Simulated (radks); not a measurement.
Spherical quantum dot in the effective-mass picture: electrons in a parabolic well V = omega^2 r^2 / 2 with omega = 0.902, all in effective atomic units (hartree* = m*/eps^2 hartree, bohr* = eps/m* bohr), one dielectric constant everywhere. Method: non-relativistic Kohn-Sham, exchange-only LDA, spin-polarised, spherical densities; computed with a radial shooting solver with Libxc functionals. Levels are named by radial order and angular momentum (1s, 1p, 1d, 2s, ...), and open shells are averaged over m. Each electron was tried in the lowest free levels, single moves between levels near the top were tried too, and the lowest total energy was kept; such a search can miss a lower state. At N = 1 the Hartree and exchange-correlation terms need not cancel, so that row can carry a self-interaction error.

\begin{tabular}{lrrrrrr}
N & open shells & 2S & E (hartree*) & mu = E(N) - E(N-1) (hartree*) & addition energy mu(N+1) - mu(N) (hartree*) & rms radius (bohr*) \\ \hline
1 & 1s(up 1, down 0) & 1 & 1.40767 & 1.4077 & 0.7236 & 1.303 \\
2 & none & 0 & 3.53893 & 2.1313 & 1.225 & 1.389 \\
3 & 1p(up 1, down 0) & 1 & 6.89545 & 3.3565 & 0.4376 & 1.565 \\
4 & 1p(up 2, down 0) & 2 & 10.6896 & 3.7942 & 0.4418 & 1.668 \\
5 & 1p(up 3, down 0) & 3 & 14.9255 & 4.2359 & 0.5886 & 1.745 \\
6 & 1p(up 3, down 1) & 2 & 19.7501 & 4.8245 & 0.3914 & 1.813 \\
7 & 1p(up 3, down 2) & 1 & 24.9661 & 5.2160 & 0.3985 & 1.871 \\
8 & none & 0 & 30.5805 & 5.6144 & 0.9940 & 1.923 \\
9 & 1d(up 1, down 0) & 1 & 37.1890 & 6.6085 & 0.3536 & 1.995 \\
10 & 1d(up 2, down 0) & 2 & 44.1511 & 6.9621 & 0.3523 & 2.057 \\
11 & 1d(up 3, down 0) & 3 & 51.4655 & 7.3144 & 0.3497 & 2.112 \\
12 & 1d(up 4, down 0) & 4 & 59.1295 & 7.6640 & 0.3464 & 2.161 \\
13 & 1d(up 5, down 0) & 5 & 67.1400 & 8.0104 & 0.4609 & 2.206 \\
14 & 1d(up 5, down 1) & 4 & 75.6113 & 8.4713 & 0.3241 & 2.250 \\
15 & 1d(up 5, down 2) & 3 & 84.4068 & 8.7955 & 0.3240 & 2.291 \\
16 & 1d(up 5, down 3) & 2 & 93.5263 & 9.1195 & 0.3226 & 2.329 \\
17 & 1d(up 5, down 4) & 1 & 102.968 & 9.4421 & 0.3205 & 2.365 \\
18 & none & 0 & 112.731 & 9.7626 & 0.4062 & 2.400 \\
19 & 2s(up 1, down 0) & 1 & 122.900 & 10.169 & 0.3684 & 2.434 \\
20 & none & 0 & 133.437 & 10.537 & 0.6749 & 2.467 \\
21 & 1f(up 1, down 0) & 1 & 144.649 & 11.212 & 0.2919 & 2.505 \\
22 & 1f(up 2, down 0) & 2 & 156.153 & 11.504 & 0.2903 & 2.540 \\
23 & 1f(up 3, down 0) & 3 & 167.947 & 11.794 & 0.2886 & 2.574 \\
24 & 1f(up 4, down 0) & 4 & 180.030 & 12.083 & 0.2869 & 2.607 \\
25 & 1f(up 5, down 0) & 5 & 192.400 & 12.370 & 0.2850 & 2.638 \\
26 & 1f(up 6, down 0) & 6 & 205.055 & 12.655 & 0.2831 & 2.668 \\
27 & 1f(up 7, down 0) & 7 & 217.993 & 12.938 & 0.3715 & 2.697 \\
28 & 1f(up 7, down 1) & 6 & 231.302 & 13.309 & 0.2731 & 2.726 \\
29 & 1f(up 7, down 2) & 5 & 244.885 & 13.583 & - & 2.753 \\
\end{tabular}

All shells are closed at N = 2, 8, 18, 20 (there: 1s2 1p6 1d10 2s2); the second difference of the energy has clear peaks (12 % above both neighbours; the first and last values, which can be the largest, are not judged, and half-filled shells can peak too) at N = 2, 5, 8, 13, 20, 27.
